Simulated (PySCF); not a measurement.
The numbers are results of PySCF with B3LYP-D3(BJ)/def2-TZVP // PBE0-D3(BJ)/def2-SVP, not measurements. Isolated molecules, 0 K electronic values unless said otherwise. One relaxed conformer stands for a flexible species; it need not be the lowest. B3LYP has the VWN-RPA correlation part, as in Gaussian. Delta-SCF ions had no search for a lower state. 

Reference species (SMILES): `[I][Ge]([I])([I])[I]` (neutral, multiplicity 1).

```yaml
vertical ionisation energy (Delta-SCF): 9.20 eV
S1 oscillator strength: 0.000
```

Changed species: `[O](C)[Ge]([O]C)([O]C)[O]C` (0 of 4 OCH3 replaced by I; the reference has 4 of 4 OCH3 replaced by I).

**Question.** Predict the effect on the vertical ionisation energy (Delta-SCF) and S1 oscillator strength.

**Answer.** the vertical ionisation energy (Delta-SCF) goes up by 0.45 eV, to 9.65 eV; the S1 oscillator strength rises by 0.014, to 0.014.
